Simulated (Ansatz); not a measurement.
The molecule InI, closed-shell singlet (the spin of the measured ground state). No spin–orbit coupling.

```
level                                bond energy D_e (eV)
-----------------------------------  --------------------
SVWN5/def2-TZVPP                                    4.279
PBE/def2-TZVPP                                      3.754
r2SCAN/def2-TZVPP                                   3.722
B97M-V/def2-TZVPP                                   3.695
B3LYP/def2-TZVPP                                    3.561
PBE0/def2-TZVPP                                     3.667
BHLYP/def2-TZVPP                                    3.449
wB97X-V/def2-TZVPP                                  3.669
wB97M-V/def2-TZVPP                                  3.571
B2PLYP/def2-TZVPP                                   3.631
CCSD/def2-TZVPP                                     3.453
CCSD(T)/def2-TZVPP                                  3.578
CCSD(T)/def2-QZVPP                                  3.735
CCSD(T)/CBS(def2-TZVPP, def2-QZVPP)                 3.851
```

The rows run from 3.449 (BHLYP/def2-TZVPP) to 4.279 eV (SVWN5/def2-TZVPP). From def2-TZVPP to def2-QZVPP CCSD(T) changes by 0.157. The 10 functionals in def2-TZVPP without D3 or D4 span 0.830, from BHLYP to SVWN5.

D_e counts from the fitted minimum to each atom's lowest state at the same level, without counterpoise. The singlet is restricted.

Correlated levels freeze the inner cores; with def2 sets outer-core shells near the valence are correlated too. CBS: X⁻³ extrapolation of the correlation energy, Hartree–Fock from the larger set.

Codes used: Ansatz (a quantum-chemistry and plane-wave program). Each number belongs to the level named beside it. In def2 rows elements past Kr take small-core potentials, without spin–orbit coupling.
